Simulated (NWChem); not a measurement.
Species: CH₅FSi; SMILES C[SiH2]F

```xyz
8

Si     0.4597     0.1495    -0.0001
C     -0.4677    -1.4769    -0.0006
F     -0.5895     1.3843     0.0000
H      1.3122     0.2696     1.2131
H      1.3127     0.2701    -1.2129
H     -1.1049    -1.5752    -0.8865
H      0.2407    -2.3149    -0.0020
H     -1.1033    -1.5768     0.8862
```
Atoms are numbered in this order, from 1.

Level: B3LYP/6-31G* (spherical d) (NWChem), optimised geometry, unscaled harmonic frequencies. B3LYP is NWChem's, with the RPA form of VWN correlation.

| frequency (cm⁻¹) | IR intensity (km/mol) |
|---|---|
| 155 | 0.2 |
| 239 | 5.6 |
| 498 | 14.3 |
| 678 | 2.5 |
| 753 | 43.8 |
| 783 | 50.3 |
| 872 | 18.4 |
| 905 | 60.0 |
| 966 | 188.8 |
| 1012 | 241.7 |
| 1339 | 32.7 |
| 1488 | 2.9 |
| 1496 | 4.0 |
| 2257 | 126.7 |
| 2259 | 216.8 |
| 3048 | 1.8 |
| 3120 | 9.8 |
| 3132 | 8.3 |

```json
{
 "zero_point_energy": "35.7 kcal/mol",
 "thermal correction to the enthalpy at 298.15 K (with zero-point energy)": "39.3 kcal/mol",
 "heat capacity Cv": "15.3 cal/(mol K)",
 "entropy at 298.15 K and 1 atm (symmetry number 1)": "68.4 cal/(mol K)",
 "dipole_moment": "1.69 D"
}
```

Rigid rotor and harmonic oscillator.
